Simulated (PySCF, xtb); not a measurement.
C₄H₁₀BN, SMILES C(=C)B(NC)C.

GFN2-xTB run with xtb at its own geometry gives an orbital gap of 4.72 eV and a dipole moment of 1.72 D.

Geometry optimised at B3LYP-D3(BJ)/def2-SVP. This is a generated structure with no PubChem entry under its InChIKey; it may be hypothetical. Other conformers were not sampled.

Q: What does PBE/def2-TZVP in PySCF give? (The exact figures need the calculation; the answer reports its results.)

A: gap 4.69 eV (levels -5.99 and -1.30 eV), dipole 1.44 D.
